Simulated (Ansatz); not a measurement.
**Ligand exchange: SiH(CH3)2(SiH3) + In(CH3)(OH)2 → SiH(CH3)(OH)(SiH3) + In(CH3)2(OH)**

Gas-phase species: SiH(CH3)2(SiH3), singlet; In(CH3)(OH)2, singlet; SiH(CH3)(OH)(SiH3), singlet; In(CH3)2(OH), singlet. The partners trade CH3 for OH: Si–CH3 and In–OH bonds give way to Si–OH and In–CH3.

Shapes, held fixed at every level: PBE0-D4/def2-TZVP. Flexible molecules stand in one conformer, not always the lowest. Programs: Ansatz 0.2.0. Electronic energies: no zero-point or thermal term.

```csv
level,kind,ΔE (kJ/mol),less CCSD(T)/def2-TZVPP
HF/def2-SVP,Hartree–Fock,-35.6,+1.4
PBE-D4/def2-TZVPP,GGA,-26.8,+10.2
PBE0-D4/def2-TZVPP,global hybrid,-32.4,+4.6
r2SCAN0-D4/def2-TZVPP,global hybrid,-36.4,+0.6
wB97M-V/def2-TZVPP,range-separated hybrid,-36.4,+0.6
wB97X-V/def2-TZVPP,range-separated hybrid,-33.2,+3.8
CCSD(T)/def2-SVP,coupled cluster or CI,-22.2,+14.8
CCSD(T)/def2-TZVPP,coupled cluster or CI,-37.0,0.0
```

The highest level, CCSD(T)/def2-TZVPP, gives ΔE = -37.0 kJ/mol; the levels span -37.0 to -22.2. The column of differences is taken from that level and isn't an error. No measured value is set beside it here. For atoms past krypton def2 sets carry core potentials with scalar relativity. Outer-core shells of In are correlated, in sets that cover them unevenly.
